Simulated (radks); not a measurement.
Task: All-electron atom: Ti+ in [Ar] 3d2 4s1 (the NIST ground configuration). All-electron calculation, scalar-relativistic Kohn-Sham, BLYP, spin-polarised, spherical densities, point nucleus; open shells are filled with parallel spins first. Program: a radial shooting solver on a logarithmic mesh with Libxc functionals. Some entries of the table are withheld. Estimate them.

orbital  occ.  eigenvalue (Ry)  <1/r> (bohr^-1)
1s up       1        -358.5255            21.80
1s down     1        -358.5231            21.80
2s up       1        -39.99645            4.544
2s down     1        -39.95428            4.547
2p up       3              (1)            4.449
2p down     3              (2)            4.452
3s up       1         -5.16915            1.398
3s down     1         -5.03232            1.396
3p up       3              (3)            1.265
3p down     3              (4)            1.263
3d up       2         -0.87618           0.8943
4s up       1         -0.79518           0.4179
3d down     0         -0.75025           0.8838

Result: 
(1) 2p up eigenvalue (Ry): -33.19660
(2) 2p down eigenvalue (Ry): -33.16320
(3) 3p up eigenvalue (Ry): -3.42651
(4) 3p down eigenvalue (Ry): -3.29189
